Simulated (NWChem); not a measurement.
System: ZnSiH3OI; SMILES [SiH3][O][Zn][I]

Excerpt of the output:

```
             Northwest Computational Chemistry Package (NWChem) 7.3.0
             --------------------------------------------------------

 C1  symmetry detected

                             Geometry "geometry" -> ""
                             -------------------------

 Output coordinates in angstroms (scale by  1.889725989 to convert to a.u.)

  No.       Tag          Charge          X              Y              Z
 ---- ---------------- ---------- -------------- -------------- --------------
    1 Zn                  30.0000     0.18329219     0.53036544     0.00006327
    2 I                   53.0000    -0.06122052    -1.86827849    -0.00001534
    3 O                    8.0000     0.45398726     2.27478025    -0.00018220
    4 Si                  14.0000    -0.30328383     3.73342656     0.00000020
    5 H                    1.0000    -1.16404537     3.91226161    -1.21547683
    6 H                    1.0000     0.71196866     4.82954433     0.01575023
    7 H                    1.0000    -1.18792580     3.89977703     1.20009626

 Effective nuclear repulsion energy (a.u.)     695.1889107852

                                 NWChem DFT Module
                                 -----------------

 Summary of "ao basis" -> "ao basis" (spherical)
 ------------------------------------------------------------------------------
       Tag                 Description            Shells   Functions and Types
 ---------------- ------------------------------  ------  ---------------------
 Zn                          3-21g                  11       27   5s4p2d
 I                           3-21g                  13       31   6s5p2d
 O                           3-21g                   5        9   3s2p
 Si                          3-21g                   7       13   4s3p
 H                           3-21g                   2        2   2s

            General Information
            -------------------
          SCF calculation type: DFT
          Wavefunction type:  closed shell.
          No. of atoms     :     7
          No. of electrons :   108
           Alpha electrons :    54
            Beta electrons :    54
          Charge           :     0
          Spin multiplicity:     1
          Use of symmetry is: off; symmetry adaption is: off
          Maximum number of iterations: 150
          AO basis - number of functions:    86
                     number of shells:    42
          Convergence on energy requested:  1.00D-06
          Convergence on density requested:  1.00D-05
          Convergence on gradient requested:  5.00D-04

              XC Information
              --------------
                  TPSS metaGGA Exchange Functional  1.000
             TPSS03 metaGGA Correlation Functional  1.000

             Grid Information
             ----------------
          Grid used for XC integration:  medium
          Radial quadrature: Mura-Knowles
          Angular quadrature: Lebedev.
          Tag              B.-S. Rad. Rad. Pts. Rad. Cut. Ang. Pts.
          ---              ---------- --------- --------- ---------
          Zn                  1.35      112          11.0       590
          I                   1.40      123          14.0       590
          O                   0.60       49          11.0       434
          Si                  1.10       88          13.0       590
          H                   0.35       45          15.0       434
          Grid pruning is: on
          Number of quadrature shells:   507
          Spatial weights used:  Erf1

      Superposition of Atomic Density Guess
      -------------------------------------

 Sum of atomic energies:       -9019.45068953

      Non-variational initial energy
      ------------------------------

 Total energy =   -9020.203714
 1-e energy   =  -13845.042602
 2-e energy   =    4129.649978
 HOMO         =      -0.351780
 LUMO         =      -0.052566

     ---------------------------------------------
      Total Density - Mulliken Population Analysis
     ---------------------------------------------

    Atom       Charge   Shell Charges
 -----------   ------   -------------------------------------------------------
    1 Zn  30    28.90   2.00  2.00  6.00  2.00  5.96  0.53  0.34  0.14  0.01  5.04  4.88
    2 I   53    53.38   2.00  2.00  6.00  2.00  6.00  2.00  5.97  0.93  2.71  1.04  2.75 10.00 10.00
    3 O    8     9.27   1.99  0.44  2.37  1.45  3.03
    4 Si  14    13.00   2.00  1.97  5.86  0.68  1.26  0.57  0.65
    5 H    1     1.15   0.41  0.74
    6 H    1     1.15   0.41  0.74
    7 H    1     1.15   0.41  0.74

   convergence    iter        energy       DeltaE   RMS-Dens  Diis-err
 ---------------- ----- ----------------- --------- --------- ---------
 d= 0,ls=0.0,diis     1  -9024.6871063664 -9.72D+03  3.29D-02  9.30D-01
 d= 0,ls=0.0,diis     2  -9023.7309389761  9.56D-01  2.34D-02  9.42D+00
 d= 0,ls=0.0,diis     3  -9024.8124424555 -1.08D+00  5.67D-03  3.66D-02
 d= 0,ls=0.0,diis     4  -9024.8152391177 -2.80D-03  2.47D-03  2.92D-02
 d= 0,ls=0.0,diis     5  -9024.8198736375 -4.63D-03  2.23D-04  2.65D-04
  Resetting Diis
 d= 0,ls=0.0,diis     6  -9024.8199137582 -4.01D-05  5.85D-05  1.56D-05
 d= 0,ls=0.0,diis     7  -9024.8199162274 -2.47D-06  2.50D-05  4.80D-07
 d= 0,ls=0.0,diis     8  -9024.8199161260  1.01D-07  1.18D-05  1.76D-06
 d= 0,ls=0.0,diis     9  -9024.8199163173 -1.91D-07  3.99D-06  7.54D-08

         Total DFT energy =    -9024.819916317290
      One electron energy =   -13843.047704958641
           Coulomb energy =     4400.941500931528
    Exchange-Corr. energy =     -277.902623075378
 Nuclear repulsion energy =      695.188910785203

 Numeric. integr. density =      107.999993544292

                       DFT Final Molecular Orbital Analysis
                       ------------------------------------

 Vector   52  Occ=2.000000D+00  E=-2.600373D-01
              MO Center= -4.8D-02, -9.8D-02, -3.7D-04, r^2= 6.9D+00
   Bfn.  Coefficient  Atom+Function         Bfn.  Coefficient  Atom+Function
  ----- ------------  ---------------      ----- ------------  ---------------
    44      0.459436  2 I  pz                48      0.396483  2 I  pz
    40     -0.373909  2 I  pz                67      0.277161  3 O  pz
    63      0.243189  3 O  pz                82      0.188410  5 H  s
    86     -0.188259  7 H  s                 13      0.174944  1 Zn pz
    36      0.168399  2 I  pz                81      0.085640  5 H  s

 Vector   53  Occ=2.000000D+00  E=-2.389993D-01
              MO Center=  1.7D-01,  5.0D-01,  2.4D-03, r^2= 6.4D+00
   Bfn.  Coefficient  Atom+Function         Bfn.  Coefficient  Atom+Function
  ----- ------------  ---------------      ----- ------------  ---------------
    42      0.388959  2 I  px                46      0.349810  2 I  px
    65     -0.325062  3 O  px                38     -0.314995  2 I  px
    61     -0.295975  3 O  px                84      0.225496  6 H  s
    18      0.221715  1 Zn d -2              23      0.203185  1 Zn d -2
    34      0.141713  2 I  px                86     -0.133136  7 H  s

 Vector   54  Occ=2.000000D+00  E=-2.345700D-01
              MO Center=  5.0D-02,  8.6D-01, -3.0D-03, r^2= 5.9D+00
   Bfn.  Coefficient  Atom+Function         Bfn.  Coefficient  Atom+Function
  ----- ------------  ---------------      ----- ------------  ---------------
    67     -0.381790  3 O  pz                44      0.351586  2 I  pz
    63     -0.340405  3 O  pz                48      0.323010  2 I  pz
    40     -0.284871  2 I  pz                19      0.248002  1 Zn d -1
    82     -0.239446  5 H  s                 86      0.236042  7 H  s
    24      0.227557  1 Zn d -1              36      0.128137  2 I  pz

 Vector   55  Occ=0.000000D+00  E=-7.359971D-02
              MO Center= -3.1D-02,  4.2D-01,  6.5D-04, r^2= 5.8D+00
   Bfn.  Coefficient  Atom+Function         Bfn.  Coefficient  Atom+Function
  ----- ------------  ---------------      ----- ------------  ---------------
    14      0.742444  1 Zn s                 47     -0.556149  2 I  py
    10      0.452141  1 Zn s                 45     -0.449404  2 I  s
    64     -0.354287  3 O  s                 12     -0.308072  1 Zn py
    43     -0.298656  2 I  py                39      0.239246  2 I  py
    22     -0.170273  1 Zn d  2              79     -0.169873  4 Si py

 Vector   56  Occ=0.000000D+00  E=-2.495456D-02
              MO Center=  3.1D-01,  4.8D-01, -2.4D-03, r^2= 5.6D+00
   Bfn.  Coefficient  Atom+Function         Bfn.  Coefficient  Atom+Function
  ----- ------------  ---------------      ----- ------------  ---------------
    15      0.605054  1 Zn px                11      0.533217  1 Zn px
    46     -0.299141  2 I  px                16     -0.274449  1 Zn py
    77      0.230949  4 Si s                 42     -0.193410  2 I  px
    65     -0.178138  3 O  px                45     -0.161036  2 I  s
    38      0.150537  2 I  px                10      0.148257  1 Zn s

 Vector   57  Occ=0.000000D+00  E=-2.424143D-02
              MO Center=  1.8D-01,  5.6D-01,  1.6D-03, r^2= 5.7D+00
   Bfn.  Coefficient  Atom+Function         Bfn.  Coefficient  Atom+Function
  ----- ------------  ---------------      ----- ------------  ---------------
    17      0.623308  1 Zn pz                13      0.545280  1 Zn pz
    48     -0.288844  2 I  pz                80     -0.245356  4 Si pz
    44     -0.191297  2 I  pz                67     -0.187209  3 O  pz
    82     -0.153890  5 H  s                 86      0.149654  7 H  s
    40      0.148293  2 I  pz                 9     -0.141248  1 Zn pz

     ---------------------------------------------
      Total Density - Mulliken Population Analysis
     ---------------------------------------------

    Atom       Charge   Shell Charges
 -----------   ------   -------------------------------------------------------
    1 Zn  30    29.46   2.00  2.00  6.00  2.00  5.97  0.88  0.81  0.04  0.01  5.03  4.73
    2 I   53    53.13   2.00  2.00  6.00  2.00  5.99  2.00  5.96  1.01  2.71  0.99  2.48 10.00 10.00
    3 O    8     8.75   1.98  0.42  2.12  1.46  2.77
    4 Si  14    13.15   2.00  1.97  5.85  0.72  1.58  0.49  0.54
    5 H    1     1.17   0.44  0.73
    6 H    1     1.16   0.44  0.72
    7 H    1     1.17   0.44  0.73

     -------------------------------------------
      Total Density - Lowdin Population Analysis
     -------------------------------------------

    Atom       Charge   Shell Charges
 -----------   ------   -------------------------------------------------------
    1 Zn  30    29.84   2.00  2.00  6.00  1.98  5.93  0.67  0.85  0.25  0.37  5.01  4.77
    2 I   53    52.93   2.00  2.00  6.00  1.98  5.97  1.99  5.75  0.99  2.69  0.80  2.76 10.00 10.00
    3 O    8     8.50   1.98  0.56  2.10  1.04  2.81
    4 Si  14    13.36   2.00  1.95  5.79  0.60  1.52  0.48  1.03
    5 H    1     1.13   0.46  0.66
    6 H    1     1.12   0.46  0.66
    7 H    1     1.13   0.46  0.66

     Multipole analysis of the density
     ---------------------------------

     L   x y z        total         alpha         beta         nuclear
     -   - - -        -----         -----         ----         -------
     0   0 0 0     -0.000000    -54.000000    -54.000000    108.000000

     1   1 0 0     -0.115221     -0.057611     -0.057611     -0.000000
     1   0 1 0      0.081639      0.040819      0.040819      0.000000
     1   0 0 1      0.000259      0.000130      0.000130     -0.000000

     2   2 0 0    -47.728719    -37.106154    -37.106154     26.483590
     2   1 1 0     -1.170474      7.199927      7.199927    -15.570327
     2   1 0 1      0.001458      0.000383      0.000383      0.000692
     2   0 2 0    -53.023915   -890.365682   -890.365682   1727.707449
     2   0 1 1      0.001934      0.000733      0.000733      0.000468
     2   0 0 2    -47.367886    -28.893882    -28.893882     10.419878
```

Level: TPSS/3-21G, non-relativistic. Structure relaxed at the PBE0/def2-SVP (def2 core potentials past Kr) level. Not confirmed as a minimum by frequencies.

Question: Which NWChem input produces such a log?

Answer: This is not unique; one that fits is the input that was run:
```
start job
memory heap 200 mb stack 900 mb global 1100 mb
geometry units angstroms noautoz
  Zn     0.139611     0.486293     0.000751
  I     -0.462431    -1.848406    -0.001523
  O      0.669266     2.170253     0.002540
  Si     0.139702     3.726101    -0.000214
  H     -0.678675     4.031866    -1.219658
  H      1.308000     4.657282     0.020799
  H     -0.715577     4.023783     1.195770
end
basis spherical
  * library 3-21g
end
dft
  xc xtpss03 ctpss03
  iterations 150
  mulliken
end
task dft energy
```
